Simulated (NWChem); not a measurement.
System: CHS2 cation; SMILES S=C=[SH+]

Program: NWChem. Structure relaxed at the PBE0/def2-SVP level. Level: M06-2X/def2-SVP with COSMO at NWChem's default radii, gas-phase geometry; the question gives the dielectric constant. Reactions with the solvent are ignored.

### Question
Estimate the computed values for dielectric constant 4.8. Quantities: electrostatic solvation energy (kcal/mol).

### Answer
electrostatic solvation energy (kcal/mol): -49.3
